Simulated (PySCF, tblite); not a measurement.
Species: C3H10NSi3 (doublet state).
SMILES with atom numbers: `[CH3:1][SiH2:2][C:3]([C:4]#[N:5])[SiH2:6][SiH3:7]` (hydrogens: H8, H9, H10 on C1; H11, H12 on Si2; H13, H14 on Si6; H15, H16, H17 on Si7)

Jobs on this species (17 atoms, 77 electrons) with PySCF (density fitting) and tblite. Hardware of each: Arm Neoverse V2, one thread, no GPU, on a shared host. Times come from a shared host and carry two figures at best.

Question: Rank these jobs by wall time, shortest first.
A. GFN2-xTB; L-BFGS relaxation
B. UKS B3LYP, pcH-1 on C H N Si, non-relativistic, mean-field spin-orbit, GIAO; unrestricted SCF, g, hyperfine, density and orbital grids written; 305 basis functions
C. GFN2-xTB; Hessian by finite differences

Answer: C (0.66 s), A (1.3 s), B (1.7 min).

All jobs:

| level and settings | work | basis functions | SCF cycles | wall time |
| --- | --- | --- | --- | --- |
| GFN2-xTB | Hessian by finite differences | – | – | 0.66 s |
| GFN2-xTB | L-BFGS relaxation | – | – | 1.3 s |
| UKS B3LYP, pcH-1 on C H N Si, non-relativistic, mean-field spin-orbit, GIAO | unrestricted SCF, g, hyperfine, density and orbital grids written | 305 | 14 | 1.7 min |

What do all jobs in the table cost together?

About 1.7 min; the longest takes about 98 % of that, and about 150 times as long as the shortest.
